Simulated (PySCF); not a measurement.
Isomers of C9H9OP, mass 164.039 u with the commonest isotopes. Method used: PBE0/pcSseg-1 in PySCF (dipole) on a GFN2-xTB geometry, gas phase. One conformer each, none proved a minimum here; rigid rotors.

Question: Order these by rotational constant C, smallest first.
A. `[CH:1]#[C:2][PH:3][c:4]1[cH:5][cH:6][c:7]([O:8][CH3:9])[cH:10][cH:11]1` with C2–P3–C4–C5 56°, C6–C7–O8–C9 1°
B. `[O:1]=[CH:2][c:3]1[cH:4][p:5][cH:6][cH:7][c:8]1[CH:9]1[CH2:10][CH2:11]1` with O1–C2–C3–C4 -3°, C7–C8–C9–C10 112°
C. `O=[P@]1(C)C=Cc2c1cccc2`
D. `[CH2:1]=[CH:2][c:3]1[cH:4][cH:5][p:6][cH:7][c:8]1[C:9]([CH3:10])=[O:11]` with C1–C2–C3–C4 28°, C7–C8–C9–C10 -102°

Answer: A (422.4 MHz), B (532.2 MHz), D (566.6 MHz), C (666.9 MHz).

Question: Order these by out-of-plane moment Σ m c² = (Ia + Ib − Ic)/2, smallest first.
A. `[CH:1]#[C:2][PH:3][c:4]1[cH:5][cH:6][c:7]([O:8][CH3:9])[cH:10][cH:11]1` with C2–P3–C4–C5 56°, C6–C7–O8–C9 1°
B. `[O:1]=[CH:2][c:3]1[cH:4][p:5][cH:6][cH:7][c:8]1[CH:9]1[CH2:10][CH2:11]1` with O1–C2–C3–C4 -3°, C7–C8–C9–C10 112°
C. `O=[P@]1(C)C=Cc2ccccc21`
D. `[CH2:1]=[CH:2][c:3]1[cH:4][cH:5][p:6][cH:7][c:8]1[C:9]([CH3:10])=[O:11]` with C1–C2–C3–C4 28°, C7–C8–C9–C10 -102°
E. `[CH3:1][O:2][C:3]1=[C:4]([c:5]2[cH:6][cH:7][cH:8][cH:9][cH:10]2)[PH:11]1` with C1–O2–C3–C4 -179°, C3–C4–C5–C6 0°
F. `[CH3:1][CH2:2][c:3]1[o:4][c:5]2[cH:6][cH:7][cH:8][cH:9][c:10]2[p:11]1` with C1–C2–C3–O4 176°

Answer: F (3.23 u·Å²), E (3.54 u·Å²), B (17.82 u·Å²), A (36.24 u·Å²), D (46.70 u·Å²), C (63.85 u·Å²).

Question: Order these by rotational constant A, smallest first.
A. `C[P@@]1(=O)C=Cc2ccccc21`
B. `[CH3:1][O:2][C:3]1=[C:4]([c:5]2[cH:6][cH:7][cH:8][cH:9][cH:10]2)[PH:11]1` with C1–O2–C3–C4 -179°, C3–C4–C5–C6 0°
C. `[CH3:1][CH2:2][c:3]1[o:4][c:5]2[cH:6][cH:7][cH:8][cH:9][c:10]2[p:11]1` with C1–C2–C3–O4 176°
D. `[O:1]=[CH:2][c:3]1[cH:4][p:5][cH:6][cH:7][c:8]1[CH:9]1[CH2:10][CH2:11]1` with O1–C2–C3–C4 -3°, C7–C8–C9–C10 112°
E. `[CH:1]#[C:2][PH:3][c:4]1[cH:5][cH:6][c:7]([O:8][CH3:9])[cH:10][cH:11]1` with C2–P3–C4–C5 56°, C6–C7–O8–C9 1°
F. `[CH2:1]=[CH:2][c:3]1[cH:4][cH:5][p:6][cH:7][c:8]1[C:9]([CH3:10])=[O:11]` with C1–C2–C3–C4 28°, C7–C8–C9–C10 -102°

Answer: F (1257 MHz), D (1319 MHz), A (1886 MHz), B (2215 MHz), E (2428 MHz), C (2728 MHz).

| SMILES | point group | Ia (u·Å²) | Ib (u·Å²) | Ic (u·Å²) | κ | μa (D) | μb (D) | μc (D) |
| --- | --- | --- | --- | --- | --- | --- | --- | --- |
| O=Cc1cpccc1C1CC1 | C1 | 383.19 | 601.99 | 949.55 | -0.22 | 2.60 | 3.17 | 0.48 |
| C#CPc1ccc(OC)cc1 | C1 | 208.14 | 1060.83 | 1196.50 | -0.95 | 1.67 | 1.42 | 0.25 |
| CCc1oc2ccccc2p1 | near Cs | 185.23 | 786.66 | 965.43 | -0.89 | 0.18 | 0.94 | 0.01 |
| C=Cc1ccpcc1C(C)=O | C1 | 402.16 | 583.16 | 891.92 | -0.13 | 0.42 | 2.50 | 2.21 |
| C[P@@]1(=O)C=Cc2ccccc21 | C1 | 267.93 | 617.51 | 757.75 | -0.75 | 2.66 | 1.54 | 3.24 |
| COC1=C(c2ccccc2)P1 | – | 228.17 | 965.19 | 1186.28 | -0.89 | 1.43 | 0.90 | 0.58 |
